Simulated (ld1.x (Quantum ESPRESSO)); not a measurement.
**Sm (Z = 62), TM: configuration errors across variants**

ld1.x (Quantum ESPRESSO) 7.5 input, shortened:

```
&input
   title='Sm', zed=62., rel=1, dft='PBE', iswitch=3,
   config='[Xe] 4f5 5d1 6s2 6p0'
 /
 &inputp
   pseudotype=2, tm=.true., lloc=0,
   nlcc=.false.
 /
4
5P  2  1   6.00   0.00  2.40  2.40  0.0
5D  3  2   1.00   0.00  2.95  2.95  0.0
4F  4  3   5.00   0.00  0.95  0.95  0.0
5S  1  0   2.00   0.00  1.55  1.55  0.0
 &test
   configts(1)='4f5 5s2 5p6 5d1 6s2 6p0'
 /
```

Occupied shells without a wave of their own: 6s. They enter only through the test configuration that unscreens the potential.

All-electron excitation energies from the reference (eV): (1) 4f6 5s2 5p6 5d0 6s2 6p0 -2.951; (2) 4f6 5s2 5p6 5d0 6s1 6p0 2.995; (3) 4f6 5s2 5p6 5d0 6s0 6p0 14.085; (4) 4f6 5s2 5p6 5d1 6s0 6p0 4.402; (5) 4f6 5s2 5p6 5d0 6s0 6p1 6.126; (6) 4f6 5s1 5p6 5d0 6s2 6p0 45.769; (7) 4f4 5s2 5p6 5d0 6s0 6p0 79.910.

For the base: The 6s level has no wave, so the channel is fitted at the deeper level alone: the likely source of the large errors.

4 further variants failed, have other tests or too few solved ones, and are left out.

A true bound ghost makes a file unfit for plane-wave use even where its test errors are small: the radial tests pick states by their node count and pass the ghost by.

The file “wave 5s (bound): rc 1.55 bohr becomes 5s (bound): rc 1.92 bohr” misses its own reference levels by 0.4 eV.

Errors AE − PS in meV (a dash: test not solved or not reliable):

| change | (1) | (2) | (3) | (4) | (5) | (6) | (7) | bound ghosts |
| --- | --- | --- | --- | --- | --- | --- | --- | --- |
| base | -207 | -301 | -453 | -268 | -366 | -381 | -567 | none |
| wave 5s (bound): rc 1.55 bohr becomes 5s (bound): rc 1.18 bohr | -212 | -292 | -422 | -252 | -345 | -388 | -484 | none |
| wave 5s (bound): rc 1.55 bohr becomes 5s (bound): rc 1.92 bohr | -122 | -510 | -1153 | -643 | -874 | -253 | -2794 | none |

Question: Give the same row for: wave 5s (bound): rc 1.55 bohr becomes 5s (bound): rc 1.06 bohr.

Answer: -129, -364, -746, -380, -566, -328, -2054; bound ghosts: p.
